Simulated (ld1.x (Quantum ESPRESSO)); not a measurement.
**Co, PAW: configuration errors across variants**

* Element: cobalt (Co)
* Generator: ld1.x (Quantum ESPRESSO) 7.5
* Type: PAW
* Functional: PBE
* Relativity: scalar-relativistic
* Frozen core: [Ar]
* Valence charge: 9
* Reference configuration: 3d7 4s2 4p0
* Partial waves: 4s (bound): rcut 1.40, rcutus 1.95 bohr; 4s channel at 2.8 Ry: rcut 1.40, rcutus 1.95 bohr; 4p (bound, empty): rcut 3.25, rcutus 3.65 bohr; 4p channel at 0.75 Ry: rcut 3.25, rcutus 3.65 bohr; 3d (bound): rcut 0.70, rcutus 0.90 bohr; 3d channel at 3 Ry: rcut 0.70, rcutus 0.90 bohr
* Local potential: all-electron potential smoothed inside 3.10 bohr (lloc = -1)
* Core correction: Bessel-smoothed model core, default radius (core density twice the valence density)
* Augmentation charge: BESSEL, radius 0.50 bohr

All-electron excitation energies from the reference (eV): (1) 3d7 4s1 4p0 9.030; (2) 3d7 4s0 4p0 25.816; (3) 3d6 4s0 4p0 61.686; (4) 3d6 4s2 4p0 15.182.

The default core radius of the base comes out at 0.44 bohr.

The overlap operator is not positive definite (basis up to 400 Ry) in “local potential all-electron potential smoothed inside 0.70 bohr (lloc = -1)”. Such files are unfit for use, however small their errors in these radial tests.

4 further variants failed, have other tests or too few solved ones, and are left out.

A true bound ghost makes a file unfit for plane-wave use even where its test errors are small: the radial tests pick states by their node count and pass the ghost by.

Errors AE − PS in meV (a dash: test not solved or not reliable):

| change | (1) | (2) | (3) | (4) | bound ghosts |
| --- | --- | --- | --- | --- | --- |
| base | -3.1 | -15 | -245 | -124 | none |
| waves 4p (bound): rcut 3.04, rcutus 3.22 bohr; 4p channel at 0.75 Ry: rcut 3.04, rcutus 3.22 bohr | -3.1 | -15 | -245 | -124 | none |
| local potential all-electron potential smoothed inside 2.98 bohr (lloc = -1) | -2.9 | -15 | -245 | -99 | none |
| local potential all-electron potential smoothed inside 0.70 bohr (lloc = -1) | +2.8 | +30 | -217 | -133 | s (p not tested, overlap not positive) |
| core correction Bessel-smoothed model core inside 0.80 bohr | -3.1 | -15 | -245 | -124 | none |

Give the same row for: waves 3d (bound): rcut 0.70, rcutus 1.18 bohr; 3d channel at 3 Ry: rcut 0.70, rcutus 1.18 bohr.

-2.9, -14, -245, -121; bound ghosts: none. Not counted: 3d8 4s1 4p0 (solver errors, printed error -796 eV).
